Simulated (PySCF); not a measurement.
B(H)(Me)2 (C₂H₇B), SMILES CBC.

Coordinates come from a TPSSh-D3(BJ)/def2-TZVP optimisation.

The numbers are results of TPSSh-D3(BJ)/def2-TZVP in PySCF 2.14.0, not measurements.

No scaling factor is applied to the harmonic values.

| mode | ν (cm⁻¹) | IR (km/mol) | moving atoms (share of kinetic energy) |
|---|---|---|---|
| 1 | 92 | 1.5 | H 84 %, B 14 % |
| 2 | 99 | 1.0 | H 94 % |
| 3 | 330 | 0.2 | H 48 %, C 31 %, B 21 % |
| 4 | 571 | 2.0 | H 94 % |
| 5 | 601 | 0.2 | H 81 %, C 17 % |
| 6 | 779 | 0.1 | C 48 %, H 43 %, B 9 % |
| 7 | 794 | 0.6 | H 90 %, C 10 % |
| 8 | 987 | 34.5 | H 50 %, B 32 %, C 18 % |
| 9 | 1044 | 19.0 | H 56 %, B 25 %, C 19 % |
| 10 | 1070 | 17.7 | H 46 %, B 31 %, C 23 % |
| 11 | 1227 | 71.6 | H 61 %, B 35 % |
| 12 | 1326 | 10.6 | H 77 %, C 22 % |
| 13 | 1340 | 146.2 | H 63 %, C 26 %, B 10 % |
| 14 | 1448 | 4.6 | H 97 % |
| 15 | 1454 | 1.2 | H 94 % |
| 16 | 1479 | 1.0 | H 94 % |
| 17 | 1485 | 5.3 | H 93 % |
| 18 | 2564 | 166.7 | H 91 %, B 9 % |
| 19 | 2976 | 6.4 | H 95 % |
| 20 | 2978 | 0.1 | H 95 % |
| 21 | 3050 | 29.6 | H 93 % |
| 22 | 3050 | 8.2 | H 93 % |
| 23 | 3092 | 5.1 | H 91 %, C 9 % |
| 24 | 3095 | 48.2 | H 91 %, C 9 % |
